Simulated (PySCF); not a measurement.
# B2F4: core ionisation energies

Species: diboron tetrafluoride, B2F4.
Bonds: F1–B2, B2–F3, B2–B4, B4–F5, B4–F6.

Method used: delta-SCF UKS SCAN, pcX-2 on the ionised atom, pcseg-1 elsewhere, spin-free X2C in PySCF. Binding energies are ΔSCF values: E(core-ionised, relaxed orbitals) − E(ground state) at a fixed geometry, referred to the vacuum level.

List the computed XPS lines with their assignment.

```
    atom(s)  bonded to  level  binding energy (eV)  count
F1/F3/F5/F6          B   F 1s               694.25      4
      B2/B4  2 F and B   B 1s               200.45      2
```

Which photon energy gives electrons from B 1s of B2/B4 a kinetic energy of 20 eV, and what is their de Broglie wavelength?

hν = 200.45 + 20 = 220.45 eV, recoil neglected; λ = 12.264 Å/√(E/eV) = 2.74 Å.

Express the binding energy of B 1s of B2/B4 in atomic units and per mole.

200.45 eV = 7.3664 Eh = 19340 kJ/mol.

Atoms equivalent by their bonding share one computed value, that of the first of them. Geometry: PBE0-D3(BJ)/def2-SVP; no solvent, vibrations or thermal averaging.

On an Arm Neoverse V2 with one thread, shared host, this took 5.5 s wall and 0.34 GiB of memory at its peak.

The values belong to the conformer `[F:1][B:2]([F:3])[B:4]([F:5])[F:6]`: F1–B2–B4–F5 58°.
